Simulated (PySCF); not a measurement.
## HF beside CCSD(T) along group 15: bonds to N

HF and CCSD(T) in PySCF with def2-TZVPPD on every atom (core potentials on Sb), for the lowest determinant that a PBE0 search found; no spin–orbit coupling.

```tsv
molecule	state (unpaired electrons)	HF Re (Å)	HF ωe (cm⁻¹)	HF De (eV)	CCSD(T) Re (Å)	CCSD(T) ωe (cm⁻¹)	CCSD(T) De (eV)
N2	singlet (closed shell)	1.066	2735	5.07	1.103	2347	9.42
PN	singlet (closed shell)	1.448	1590	1.78	1.502	1323	5.87
AsN	singlet (closed shell)	1.571	1307	0.10	1.630	1064	4.67
SbN	singlet (closed shell)	1.767	1103	-1.57	?	?	?
```

(1) Estimate the CCSD(T) values of SbN by adding the mean shift from HF to CCSD(T) of the other rows, and compare with the calculation.

(2) What are the mean differences of HF from CCSD(T) over the whole series?

In a basis of this size CCSD(T) is itself not converged; it tends to give bonds that are too long and too weak.

Correlated steps freeze the inner cores (2 to 10 orbitals); shallow outer-core shells are correlated. These are scalar-relativistic numbers at best; spin–orbit coupling would shift them, the dissociation energy most. Where the molecule has an RHF reference, its open-shell atoms are computed with UHF. The CCSD T1 diagnostic is raised in SbN, a sign that a single reference may not be enough there. A negative De means that the minimum lies above the separated atoms at that level.

## Answers

(1) The mean shifts are +5.0 pm, -299 cm⁻¹ and +4.34 eV, which give 1.817 Å, 804 cm⁻¹ and 2.77 eV. CCSD(T)/def2-TZVPPD gives Re = 1.840 Å, ωe = 872 cm⁻¹, De = 3.41 eV.

(2) Re -5.6 pm, ωe +282 cm⁻¹, De -4.50 eV.
